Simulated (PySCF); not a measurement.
Species: C₂H₄Cl₂O₂Si.
Numbering: `[O:1]=[CH:2][O:3][Si@H:4]([Cl:5])[CH2:6][Cl:7]` (hydrogens: H8 on C2; H9 on Si4; H10, H11 on C6)

Method used: PBE0-D3(BJ)/def2-SVP geometry optimisation, gas phase (PySCF).

(1) Give the optimised bond lengths and angles.

## Answers

(1) 
| bond | length (Å) | order |
| --- | --- | --- |
| O1=C2 | 1.200 | double |
| C2–O3 | 1.330 | single |
| O3–Si4 | 1.708 | single |
| Si4–Cl5 | 2.048 | single |
| Si4–C6 | 1.873 | single |
| C6–Cl7 | 1.785 | single |
| C2–H8 | 1.109 | single |
| Si4–H9 | 1.482 | single |
| C6–H10 | 1.100 | single |
| C6–H11 | 1.100 | single |

Orders are formal, as drawn. A selection of angles:
| angle | degrees |
| --- | --- |
| O1–C2–O3 | 124.1 |
| O1–C2–H8 | 124.6 |
| O3–C2–H8 | 111.3 |
| C2–O3–Si4 | 119.1 |
| O3–Si4–Cl5 | 103.6 |
| O3–Si4–C6 | 110.3 |
| O3–Si4–H9 | 110.1 |
| Cl5–Si4–C6 | 110.3 |
| Cl5–Si4–H9 | 109.2 |
| C6–Si4–H9 | 112.9 |
| Si4–C6–Cl7 | 110.1 |
| Si4–C6–H10 | 111.2 |
| Si4–C6–H11 | 109.4 |
| Cl7–C6–H10 | 108.7 |
| Cl7–C6–H11 | 108.3 |
| H10–C6–H11 | 109.0 |

Torsions: O1–C2–O3–Si4 2° (synperiplanar); C2–O3–Si4–Cl5 175° (antiperiplanar); O3–Si4–C6–Cl7 48° (synclinal).

The C–O distances run from 1.200 Å (O1=C2, drawn double) to 1.330 Å (C2–O3, drawn single), a spread of 0.130 Å. Si4 (chlorine-bound silicon) is distorted tetrahedral (angles from 103.6° to 112.9°). Of the pairs four or more bonds apart, O1···H11 is among the closest relative to their van der Waals radii: 2.66 Å, 98 % of the sum of Bondi's values.

Point group: C1 (no symmetry element, even within 0.4 Å). No frequency check. The numbers are those of one conformer.

Hardware: one thread of an Arm Neoverse V1, shared host with 32 logical CPUs at a one-minute load of 32. Cost: 99 s wall, 0.54 GiB resident at most. These figures are those of the optimisation.
